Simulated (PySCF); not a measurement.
Computed properties of Se(Cl)(SeH) (ClHSe2), SMILES [Se]([SeH])Cl

Se(Cl)(SeH) (ClHSe2), SMILES Cl[Se][SeH]. The structure is a stationary point at r2SCAN-D4/def2-SVP. The values are those of a single conformer. All values are computed for the isolated molecule unless a solvent is named; none is compared with measurement here.

**Structure.** All 6 harmonic modes at r2SCAN-D4/def2-SVP (PySCF) are real, so it is a minimum. With heavy atoms numbered as in [Se:1]([Cl:2])[SeH:3], the shortest bond between them is Se1–Cl2 at 2.230 Å and the longest Se1–Se3 at 2.292 Å.

**Vibrations.** The strongest infrared lines (harmonic, unscaled, degenerate partners summed) lie at 359 cm⁻¹ (32 km/mol, Cl 67 %, Se 31 %), 2361 cm⁻¹ (15 km/mol, H 99 %), 354 cm⁻¹ (13 km/mol, H 95 %). The softest mode is at 127 cm⁻¹ and the zero-point energy is 6.1 kcal/mol.

**Electronic structure.** M06-2X/def2-TZVPD (PySCF) places the frontier levels at -8.33 and -1.79 eV, a gap of 6.54 eV, and gives a dipole moment of 1.94 D and a mean polarisability of 75.0 bohr³.

**Excitations.** TDDFT-CAM-B3LYP/def2-SVPD (PySCF) has S1 at 2.87 eV (432 nm, f = 0.001, dark); the most intense of the 10 singlets computed lies at 6.71 eV (f = 0.13). T1 (TDA) is at 2.17 eV.

**NMR.** GIAO shifts at PBE0/pcSseg-2 (PySCF) (non-relativistic, atoms alike by connectivity averaged): ¹H at 5.5 ppm against TMS. Without spin–orbit terms, shifts of atoms bonded to Cl or Br come out too high.
